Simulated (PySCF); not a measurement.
**Nuclear quadrupole coupling in `C[CH2][GeH2][S][GeH3]`**

C2H10Ge2S.
Geometry (PBE0-D3(BJ)/def2-SVP, Å), atoms numbered from 1 in this order:
```
atom  x, y, z in Å
C1    -1.797    1.229    0.470
C2    -1.551   -0.234    0.132
Ge3   -0.455   -0.479   -1.471
S4     1.438    0.705   -1.276
Ge5    2.328   -0.318    0.489
H6    -2.377    1.337    1.400
H7    -2.358    1.740   -0.329
H8    -0.848    1.773    0.598
H9    -2.496   -0.777   -0.033
H10   -1.040   -0.752    0.961
H11   -0.104   -1.964   -1.694
H12   -1.137    0.109   -2.721
H13    3.805    0.103    0.524
H14    1.623    0.121    1.787
H15    2.198   -1.845    0.329
```

Field gradients from the PBE0/pcSseg-1 density (PySCF, non-relativistic), principal values in atomic units, ordered |Vxx| ≤ |Vyy| ≤ |Vzz|:

```tsv
atom	Vxx	Vyy	Vzz
Ge3	-0.6298	-0.8186	1.4484
S4	0.4870	1.4745	-1.9615
Ge5	-0.5800	-0.6433	1.2234
```

Question: Find the asymmetry η = (Vxx − Vyy)/Vzz and the couplings χ = eQV/h (234.96 MHz × Q in barn × V in au), with Q(73Ge) = −0.196 b, Q(33S) = −0.0678 b.

Answer: 
```
atom                       environment  nucleus     η  χzz (MHz)  χxx (MHz)  χyy (MHz)
 Ge3  germanium bonded to C, S and 2 H     73Ge  0.13     -66.70      29.00      37.70
  S4             sulfur bonded to 2 Ge      33S  0.50      31.25      -7.76     -23.49
 Ge5     germanium bonded to S and 3 H     73Ge  0.05     -56.34      26.71      29.63
```

The tensor is traceless: Vxx + Vyy + Vzz = 0.

Question: What is Vzz at S4 in SI units (1 au = 9.71736 × 10²¹ V/m²)?

Answer: -1.9615 au = -19.060 × 10²¹ V/m².

Question: And the gradient at the other heavy atoms, for which no coupling is worked out here?

Answer: 
| atom | environment | Vzz (au) | η |
| --- | --- | --- | --- |
| C1 | methyl carbon | 0.086 | 0.26 |
| C2 | sp3 carbon bound to germanium | 0.035 | 0.42 |

Were the hydrogens deuterons (Q(2H) = 0.00286 b), χzz would run from 89 kHz (H15, H11, H14 and H12) to 196 kHz (H6).

The structure is a single PBE0-D3(BJ)/def2-SVP conformer in the gas phase; no vibrational or solvent corrections. The calculation is non-relativistic, for germanium too. A larger basis could move these couplings by a tenth or more.
